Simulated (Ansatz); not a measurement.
Total energies of ZnMe(SiH3) (CH6SiZn) from Ansatz at PBE-D4/def2-TZVP, gas phase (1 Eh = 27.2114 eV = 2625.5 kJ/mol). The reference geometry is relaxed at PBE-D4/def2-SVP.

```tsv
state	geometry	energy (Eh)
charge 0 singlet	reference	-2110.13636
charge 1 doublet	reference	-2109.81088
charge 1 doublet	relaxed at PBE-D4/def2-SVP	-2109.82786
free Zn atom (singlet)	–	-1779.12986
free C atom (triplet)	–	-37.79597
free H atom (doublet)	–	-0.49962
free Si atom (triplet)	–	-289.22285
```

Work out the vertical ionisation energy to the doublet.

E(charge 1 doublet) − E(charge 0 singlet) = -2109.81088 − (-2110.13636) = 0.32548 Eh = 8.86 eV. For comparison, −ε of the highest occupied level is 6.01 eV at this level, 2.85 eV less.

How much does the charge 1 doublet relax, and what is the adiabatic ionisation energy?

Relaxation: -2109.81088 − (-2109.82786) = 0.01698 Eh = 0.46 eV. Adiabatic ionisation energy: 0.30850 Eh = 8.39 eV, without zero-point energy. 

What is the binding energy per atom against free atoms?

Atoms: 1 × (-1779.12986) + 1 × (-37.79597) + 6 × (-0.49962) + 1 × (-289.22285) = -2109.14640 Eh. Binding: -2109.14640 − (-2110.13636) = 0.98996 Eh = 26.94 eV, or 2.99 eV for each of 9 atoms (no zero-point energy, no counterpoise term).
